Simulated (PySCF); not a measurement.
Match the calculated data to a structure.

All candidates are C6H10O2.

* UV, strongest line: among the 6 lowest singlet transitions: S3 at 5.70 eV (217 nm, f = 0.166) [TDDFT PBE0/def2-SVPD]
* UV, first state: lowest singlet excitation: 3.69 eV (336 nm, f = 0.001) [TDDFT PBE0/def2-SVPD]
* 1H NMR: chemical shifts (computed TMS as zero) by class: 6.44 (1 H), 6.43 (1 H), 4.52 (2 H), 3.29 (3 H), 2.43 (3 H) ppm [GIAO PBE0/pcSseg-1]
* Rotational structure: rotational constants A, B, C: 3.914, 1.241, 1.063 GHz [GFN2-xTB]
* 13C NMR: chemical shifts (computed TMS as zero) by class: 203.1 (1 C), 152.1 (1 C), 131.1 (1 C), 72.2 (1 C), 57.6 (1 C), 28.7 (1 C) ppm [GIAO PBE0/pcSseg-1]
* Triplet: lowest triplet excitation (Tamm–Dancoff): 3.19 eV [TDA PBE0/def2-SVPD]
* NMR, other nuclei: isotropic shieldings of nuclei other than C and H, by class: -338 (1 O), 328 (1 O) ppm [GIAO PBE0/pcSseg-1]
* Dipole: 2.67 D [PBE0/def2-SVPD]

Electronic properties: PySCF, gas phase, density fitting. Levels stand in brackets. One conformer (not necessarily the lowest) at the GFN2-xTB geometry, without solvent, vibrations or thermal averaging. Each NMR value is the plain mean over a class of atoms that symmetry, rotation or inversion makes alike.

**Question.** Which candidate is it?
A. `CC(C)O/C=C\C=O`
B. `C=C(COC)C(C)=O`
C. `C=CC(=O)OC(C)C`

**Answer.** B. It is `C=C(COC)C(C)=O`. Numbering: `[CH2:1]=[C:2]([CH2:3][O:4][CH3:5])[C:6]([CH3:7])=[O:8]`. Its formula, C6H10O2, gives 2 degrees of unsaturation: 0 rings and 2 π bonds in the structure found. 6 carbons fall into 6 classes; from least to most shielded: ketone carbonyl carbon [C6] (203.1 ppm), fully substituted alkene carbon [C2] (152.1 ppm), terminal =CH2 carbon [C1] (131.1 ppm), sp3 carbon bound to oxygen [C3] (72.2 ppm), methoxy carbon [C5] (57.6 ppm), methyl carbon next to a carbonyl [C7] (28.7 ppm). Hydrogen classes from least to most shielded: 1 H on a terminal =CH2 carbon, C1 (6.44 ppm), 1 H on a terminal =CH2 carbon, C1 (6.43 ppm), 2 H on an sp3 carbon bound to oxygen, C3 (4.52 ppm), 3 H on a methoxy carbon, C5 (3.29 ppm, a mean of values up to 0.6 ppm apart in this geometry), 3 H on a methyl carbon next to a carbonyl, C7 (2.43 ppm, a mean of values up to 0.6 ppm apart in this geometry). The other shieldings belong to: -338 ppm, ketone oxygen [O8]; 328 ppm, ether oxygen [O4]. S1 is mainly HOMO→LUMO (weight 0.84); the largest Löwdin shares of the orbital it empties are 0.35 on the ketone oxygen, 0.24 on the ether oxygen, 0.08 on the fully substituted alkene carbon and 0.08 on the ketone carbonyl carbon, of the orbital it fills 0.24 on the terminal =CH2 carbon, 0.22 on the ketone oxygen, 0.21 on the ketone carbonyl carbon and 0.16 on the fully substituted alkene carbon. The optimised geometry has point group C1 and is an asymmetric top.

The others, at the same levels:
- `C=CC(=O)OC(C)C` fails: it has 5 carbon classes against 6; its computed 13C shifts are 171.7 (1 C), 140.2 (1 C), 137.3 (1 C), 69.7 (1 C), 23.5 (2 C) ppm, 1H shifts are 6.98 (1 H), 6.30 (1 H), 6.20 (1 H), 5.18 (1 H), 1.31 (6 H) ppm and rotational constant A is 4.762 GHz (against 3.914 GHz).
- `CC(C)O/C=C\C=O` fails: it has 5 carbon classes against 6; its computed 13C shifts are 190.7 (1 C), 167.8 (1 C), 115.3 (1 C), 80.7 (1 C), 24.9 (2 C) ppm, 1H shifts are 10.43 (1 H), 7.06 (1 H), 5.21 (1 H), 4.00 (1 H), 1.38 (6 H) ppm and strongest line among the 6 lowest singlet transitions is S2 at 5.31 eV (233 nm, f = 0.442) (against S3 at 5.70 eV).

Each candidate is one conformer, not necessarily the lowest. The conformers computed, where there is a choice (atom-mapped SMILES and torsion angles):
- `[CH2:1]=[C:2]([CH2:3][O:4][CH3:5])[C:6]([CH3:7])=[O:8]`: C1–C2–C3–O4 24°, C2–C3–O4–C5 76°, C1–C2–C6–C7 16°
- `[CH2:1]=[CH:2][C:3](=[O:4])[O:5][CH:6]([CH3:7])[CH3:8]`: C1–C2–C3–O4 -1°, C2–C3–O5–C6 180°, C3–O5–C6–C7 83°
- `[CH3:1][CH:2]([CH3:3])[O:4]/[CH:5]=[CH:6]\[CH:7]=[O:8]`: C1–C2–O4–C5 -159°, C2–O4–C5–C6 -174°, C5–C6–C7–O8 -179°
